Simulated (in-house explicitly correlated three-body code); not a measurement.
Computed with an exponentially correlated three-body code. Model: two electrons around a point charge, non-relativistic, variational in 260 exponentially correlated functions (energies converged to about 1e-7 hartree, or 1e-8 relative for large Z).

Command:
```bash
python run_hyl.py task.json out
```
Settings (lengths in bohr, energies in hartree):
```
Z                      26
screening              0.052
interaction_strength   1
functions              260
states_tried           13
```

Cost of the run: 2.3 min on 1 thread of AMD EPYC 7R43 64-Core Processor (Zen 3) (shared host).

**Those bound S and P states to n = 4 that converged, binding against the one-electron ion.**

Given: nuclear charge 26; Yukawa screening of all interactions 0.052 1/bohr.

Computed: one-electron threshold -336.650025 hartree.

| term | energy (hartree) | binding (eV) |
| --- | --- | --- |
| 1 1S | -657.259327 | 8724.2 |
| 2 3S | -415.0194 | 2132.5 |
| 2 3P | ? | ? |
| 2 1S | ? | ? |
| 2 1P | -413.256194 | 2084.6 |
| 3 3S | -370.519122 | 921.63 |
| 3 3P | -370.252577 | 914.37 |
| 3 1S | -370.236085 | 913.92 |
| 3 1P | -370.035794 | 908.47 |
| 4 3S | -355.090316 | 501.79 |
| 4 3P | -354.979689 | 498.78 |
| 4 1S | -354.975677 | 498.67 |
| 4 1P | -354.891237 | 496.37 |

(1) What belongs in the row 2 3P?

(2) What belongs in the row 2 1S?

**Converged states only, values per electron or pair (inverse distances are <exp(-kr)/r>).**

| term | mean r (bohr) | mean r squared (bohr²) | mean inverse r (1/bohr) | mean r12 (bohr) | mean inverse r12 (1/bohr) | mean cosine | mean p1 dot p2 (bohr⁻²) | delta r1 (bohr⁻³) | delta r12 (bohr⁻³) |
| --- | --- | --- | --- | --- | --- | --- | --- | --- | --- |
| 1 1S | 0.058538 | 0.0045774 | 25.636 | 0.085683 | 15.884 | -0.0051209 | 3.3484 | 5452.4 | 648.63 |
| 2 3S | 0.14674 | 0.034633 | 16.104 | 0.24571 | 4.7389 | -0.0017857 | 0.26774 | 3124.4 | - |
| 2 3P | ? | ? | ? | ? | ? | ? | ? | ? | - |
| 2 1S | 0.14814 | 0.035424 | 16.082 | 0.24525 | 5.7475 | -0.0029856 | 0.3015 | 3117.5 | 122.8 |
| 2 1P | 0.12915 | 0.026363 | 16.068 | 0.20506 | 6.3936 | 0.068054 | 48.511 | 2799.4 | 38.069 |
| 3 3S | ? | ? | ? | ? | ? | ? | ? | ? | - |
| 3 3P | 0.27767 | 0.14488 | 14.34 | 0.5028 | 2.5756 | -0.017607 | -11.17 | 2795.1 | - |
| 3 1S | 0.29775 | 0.1665 | 14.34 | 0.54127 | 2.5864 | -0.00095581 | 0.098265 | 2891.8 | 35.437 |
| 3 1P | 0.27926 | 0.14672 | 14.336 | 0.50394 | 2.7738 | 0.015697 | 11.364 | 2797.5 | 12.036 |
| 4 3S | 0.50492 | 0.51213 | 13.733 | 0.95449 | 1.3432 | -0.00027129 | 0.033773 | 2837.5 | - |
| 4 3P | 0.48752 | 0.47945 | 13.731 | 0.92004 | 1.4482 | -0.0068525 | -4.3233 | 2796.4 | - |
| 4 1S | 0.5076 | 0.51796 | 13.731 | 0.95955 | 1.451 | -0.00041257 | 0.042759 | 2837 | 14.782 |
| 4 1P | 0.48962 | 0.48386 | 13.729 | 0.92348 | 1.5293 | 0.006092 | 4.436 | 2797.3 | 5.1636 |

(3) What belongs in the row 2 3P?

(4) What belongs in the row 3 3S?

**Electric-dipole lines between converged S and P states, rate of the upper state's decay.**

| s state | p state | p minus s (eV) | oscillator strength from s | rate (1/s) |
| --- | --- | --- | --- | --- |
| 1 1S | 2 1P | 6639.7 | 0.79077 | 5.0423e+14 |
| 1 1S | 3 1P | 7815.8 | 0.15523 | 1.3715e+14 |
| 1 1S | 4 1P | 8227.9 | 0.057357 | 5.6162e+13 |
| 2 1S | 2 1P | 18.737 | 0.019858 | 1.0084e+08 |
| 2 1S | 3 1P | 1194.8 | 0.41645 | 8.5991e+12 |
| 2 1S | 4 1P | 1606.9 | 0.10004 | 3.7363e+12 |
| 3 1S | 2 1P | -1170.6 | -0.045358 | 2.6972e+12 |
| 3 1S | 3 1P | 5.4502 | 0.034676 | 1.4898e+07 |
| 3 1S | 4 1P | 417.55 | 0.46072 | 1.1619e+12 |
| 4 1S | 2 1P | ? | ? | ? |
| 4 1S | 3 1P | -409.81 | -0.10561 | 7.6963e+11 |
| 4 1S | 4 1P | 2.2977 | 0.048755 | 3.7231e+06 |
| 2 3S | 2 3P | ? | ? | ? |
| 2 3S | 3 3P | 1218.2 | 0.40866 | 8.7713e+12 |
| 2 3S | 4 3P | 1633.8 | 0.098822 | 3.8152e+12 |
| 3 3S | 2 3P | -1184.8 | -0.045715 | 2.7848e+12 |
| 3 3S | 3 3P | 7.2531 | 0.04557 | 3.4674e+07 |
| 3 3S | 4 3P | 422.85 | 0.45233 | 1.1698e+12 |
| 4 3S | 2 3P | -1604.7 | -0.010053 | 1.1233e+12 |
| 4 3S | 3 3P | -412.59 | -0.10745 | 7.937e+11 |
| 4 3S | 4 3P | 3.0103 | 0.063287 | 8.2953e+06 |

(5) What belongs in the row 4 1S 2 1P?

(6) What belongs in the row 2 3S 2 3P?

**Static dipole response.**

| state | polarisability (bohr³) |
| --- | --- |
| 1 1S | 2.0831e-05 |
| 2 1S | 0.042185 |
| 2 3S | 0.02979 |

Answers

(1) energy (hartree): -414.061412; binding (eV): 2106.5.

(2) energy (hartree): -413.944758; binding (eV): 2103.3.

(3) mean r (bohr): 0.12802; mean r squared (bohr²): 0.025829; mean inverse r (1/bohr): 16.085; mean r12 (bohr): 0.21261; mean inverse r12 (1/bohr): 5.669; mean cosine: -0.076181; mean p1 dot p2 (bohr⁻²): -49.054; delta r1 (bohr⁻³): 2788.6.

(4) mean r (bohr): 0.29573; mean r squared (bohr²): 0.16399; mean inverse r (1/bohr): 14.346; mean r12 (bohr): 0.53798; mean inverse r12 (1/bohr): 2.32; mean cosine: -0.00061619; mean p1 dot p2 (bohr⁻²): 0.07994; delta r1 (bohr⁻³): 2893.3.

(5) p minus s (eV): -1585.9; oscillator strength from s: -0.010062; rate (1/s): 1.0981e+12.

(6) p minus s (eV): 26.068; oscillator strength from s: 0.027078; rate (1/s): 2.6615e+08.
